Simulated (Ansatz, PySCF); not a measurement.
This Ansatz (a first-principles code) input computes a r2SCAN/def2-TZVPD energy:

Ansatz 0.2 input:
```yaml
crystal:
  periodic: [false, false, false]
  atoms:
    - {symbol: Si, position_ang: [-0.26309224, -0.33452647, 0.36030131]}
    - {symbol: H, position_ang: [-1.07592726, -1.32984891, -0.45101478]}
    - {symbol: F, position_ang: [0.52880206, 0.66813551, -0.51035595]}
basis:
  gaussian:
    orbitals: def2-TZVPD
hamiltonian:
  xc: {name: r2SCAN}
total_charge: 1
magnetization: {spin_polarized: true, initial_magnetization: 1}
output: {forces: true}
```

Task: Write an input for the same energy in PySCF and say what it gives.

Result: 
```python
from pyscf import gto, scf, dft

mol = gto.M(
    atom='''
    Si   -0.26309224   -0.33452647    0.36030131
    H    -1.07592726   -1.32984891   -0.45101478
    F     0.52880206    0.66813551   -0.51035595
    ''',
    basis='def2-tzvpd',
    charge=1,
    spin=1,
    verbose=4,
)

mf = dft.UKS(mol, xc='r2scan').density_fit(auxbasis='def2-universal-jkfit')
mf.grids.level = 4
mf.conv_tol = 1e-9
mf.max_cycle = 100
mf.max_memory = 1500
mf.kernel()
if not mf.converged:
    mf = mf.newton()
    mf.kernel(mf.make_rdm1())
for _ in range(2):
    mo, _, stable, _ = mf.stability(return_status=True)
    if stable:
        break
    mf.kernel(mf.make_rdm1(mo, mf.mo_occ))
mf.analyze()
```
It gives -389.57354 Eh, and Ansatz -389.57348 Eh, a difference of 0.06 mEh, from the treatment of integrals and grids.
